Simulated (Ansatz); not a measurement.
Input file for Ansatz (a program for electronic structure): R-PBE/def2-TZVPPD on C2H6F2 (a complex), monomers drawn apart or pushed together. Files ending in .json are basis or fitting sets from the Basis Set Exchange.

Ansatz 0.2 input:
```yaml
crystal:
  periodic: [false, false, false]
  atoms:
    - {symbol: C, position_ang: [-0.02521954, -0.03456342, -0.24427788]}
    - {symbol: H, position_ang: [0.30674190, 0.85721560, 0.28550750]}
    - {symbol: H, position_ang: [-1.10735104, -0.00543579, -0.37181517]}
    - {symbol: H, position_ang: [0.44892211, -0.07179702, -1.22398833]}
    - {symbol: H, position_ang: [0.25411508, -0.91839595, 0.32751309]}
    - {symbol: F, position_ang: [0.34715811, 1.19340115, 5.54774091]}
    - {symbol: C, position_ang: [-0.46585545, 0.10953003, 5.68980018]}
    - {symbol: F, position_ang: [0.29432789, -1.01688009, 5.59310216]}
    - {symbol: H, position_ang: [-1.19391421, 0.11026770, 4.87803232]}
    - {symbol: H, position_ang: [-0.91860106, 0.14069773, 6.68216617]}
basis:
  gaussian:
    orbitals: def2-TZVPPD.json
hamiltonian:
  xc: {name: PBE}
scf: {lower_state_search: off}
```

The head of its log:

```
WARN ansatz: RAYON_NUM_THREADS=1 ignored (pool sized by the plan → 1); use --threads N
Functional definition: PBE
these checks for a lower state are left out or cut short: stability, starts, cluster_reference, orbital_swaps, neighbouring_geometries, increment
integrals: 0.12 GiB planned
1096 factors; their error is unknown
mean field: 1.00 GiB planned
mean field evaluation 1: about -7591.1519 eV, gradient 6.7e1 eV
mean field evaluation 2: about -7581.4894 eV, gradient 8.7e1 eV
```

Task: What total energy does the run end on?

Result: -279.3191 hartree.
